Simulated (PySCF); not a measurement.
Compound: C6H6F2O2.
Numbering: `[CH3:1][C@H:2]1[C:3](=[O:4])[CH2:5][C:6]([F:7])([F:8])[C:9]1=[O:10]`

Probes without a nucleus sit at each ring's centroid and 1 Å off its mean plane on both sides; NICS is minus the shielding there, NICSzz its component along the normal. Level: GIAO PBE0/pcSseg-1 (PySCF, non-relativistic, gas phase) on the GFN2-xTB geometry, one conformer.

Ring bond lengths (Å), with Mayer bond orders in brackets: C2–C3 1.525 (0.90), C3–C5 1.521 (0.98), C5–C6 1.521 (0.98), C6–C9 1.557 (0.89), C9–C2 1.508 (0.86).

Task: What do the NICS probes read (ppm)?

Result: 
```tsv
ring	type	NICS(0)	NICS(1), two faces	NICS(1)zz, two faces	rms pucker (Å)	centre to ring atoms, mean (Å)
C2–C3–C5–C6–C9	5-membered carbocycle; formal bonds all single	6.9	-2.0 / 0.0	-2.8 / 3.2	0.13	1.29
```

Task: What can be read from them?

Result: 
- C2–C3–C5–C6–C9: mean NICS(1)zz 0.2 ppm, near zero. C2, C5, C6 have four or more neighbours; no verdict on aromaticity is drawn. The two faces differ by 6.0 ppm, so no symmetry operation interchanges them. NICS(0) lies 8 ppm above the mean NICS(1).

Task: What is the mean of the two in-plane components of NICS at the second NICS(1) probe listed for ring C2–C3–C5–C6–C9, 1 Å off the ring?

Result: The isotropic value is a third of the trace: (3 × 0.0 − (3.2))/2 = -1.6 ppm.

Task: How shielded are the nuclei of the rings and their hydrogens (means over atoms taken as equivalent)?

Result: 
```
  atoms                    environment  σ isotropic (ppm)
     C2  sp3 carbon next to a carbonyl              129.0
     C3         ketone carbonyl carbon              -21.3
     C5  sp3 carbon next to a carbonyl              133.9
     C6                     CF2 carbon               61.8
     C9         ketone carbonyl carbon              -21.1
H on C2               methine hydrogen              28.47
H on C5             methylene hydrogen              28.22
H on C5             methylene hydrogen              28.62
```
